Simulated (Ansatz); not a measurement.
Isolated molecules relaxed with PBE0-D4/def2-TZVP in Ansatz; ΔE leaves out vibrations. CCSD(T)/CBS is the MP2 limit (def2-TZVPP, def2-QZVPP) plus CCSD(T) − MP2 in def2-TZVPP, frozen cores. One conformer a species, not always the lowest.

Reaction (formal exchange of groups at a B–Si bond): `B[SiH2][SiH2]O` + `CNCOC` → `BNCOC` + `C[SiH2][SiH2]O`

```tsv
species	CCSD(T)/CBS(def2) energy (Eh)
`B[SiH2][SiH2]O`	-682.33401
`CNCOC`	-249.42121
`BNCOC`	-235.59824
`C[SiH2][SiH2]O`	-696.24339
```

(1) Work out ΔE.

Largest T1 diagnostic among the species: 0.014.

Answers

(1) ΔE = (-235.59824) + (-696.24339) − (-682.33401) − (-249.42121) = -0.08641 Eh = -54.2 kcal/mol.

From PBE to PBE0 (25 % exact exchange), in def2-TZVPP and without D4, ΔE moves by −0.8 kcal/mol.
